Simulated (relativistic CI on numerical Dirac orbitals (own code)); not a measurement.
# What each ingredient does to the levels of S XIV

Base calculation: Dirac-Coulomb-Breit CI, orbitals from a KLI potential per configuration, model QED (radiative potential, 1s self-energy scaled to tabulated hydrogen-like ionisation energies), unscaled Slater integrals.

Configuration list (outside the closed core 1s2): 2s, 2p, 3s, 3p, 3d, 4s, 4p, 4d, 4f, 5s, 5p, 5d, 5f, 5g. Levels of other configurations are missing.

Variants: (1) QED terms removed; (2) configuration mixing switched off. Shifts of the energy above 2s ²S1/2, in eV, for the lowest level and the first level of each name with at least 55 % of one term (blank where a level changes its place among those of its configuration and J or its character, or is not in the variant):

```
    Level     Base    Δ(1)   Δ(2)
 2s ²S1/2    0.000   0.000  0.000
2p ²P°1/2   27.954  +0.089  0.000
2p ²P°3/2   29.812  +0.084  0.000
 3s ²S1/2  399.094  +0.059  0.000
3p ²P°1/2  406.815  +0.085  0.000
3p ²P°3/2  407.361  +0.083  0.000
 3d ²D3/2  410.157  +0.083  0.000
 3d ²D5/2  410.329  +0.082  0.000
 4s ²S1/2  535.390  +0.073  0.000
4p ²P°1/2  538.564  +0.084  0.000
4p ²P°3/2  538.794  +0.083  0.000
 4d ²D3/2  539.955  +0.083  0.000
 4d ²D5/2  540.027  +0.083  0.000
4f ²F°5/2  540.082  +0.083  0.000
```

At this charge energies of transitions that change n are usually good to better than 1 %, and those within a shell (Δn = 0) to a few per cent.

Ionisation energy from the two ground configurations alone: base 706.813 eV. The NIST ASD value (theoretical) is 706.994 eV.
